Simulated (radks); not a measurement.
Results of a calculation; reference values are marked as such.
Valence configurations of Te+ (all share [Kr]). Level of theory: Dirac Kohn-Sham, PBEsol, spin-unpolarised, spherical densities, point nucleus; open shells are shared between the two j in proportion to 2j + 1 (a radial shooting solver on a logarithmic mesh with Libxc functionals). Order these by energy: 4d8 5s2 5p5; 4d9 5s2 5p4; 4d10 5s1.5 5p3.5; 4d10 5s2 5p3; 4d8.5 5s2 5p4.5; 4d10 5s1 5p4; 4d9.5 5s2 5p3.5; 4d9.5 5p5.5; 4d10 5p5; 4d9.5 5s1 5p4.5.

Answer. From the lowest, in eV above it: 4d10 5s2 5p3 0.000; 4d10 5s1.5 5p3.5 4.898; 4d10 5s1 5p4 9.836; 4d9.5 5s2 5p3.5 19.056; 4d10 5p5 19.833; 4d9.5 5s1 5p4.5 29.258; 4d9 5s2 5p4 39.383; 4d9.5 5p5.5 39.613; 4d8.5 5s2 5p4.5 60.985; 4d8 5s2 5p5 83.868. NIST lists [Kr] 4d10 5s2 5p3 as the ground configuration; this level of theory agrees among the configurations tried. The energies are those of spherical spin-averaged densities, not of single terms.
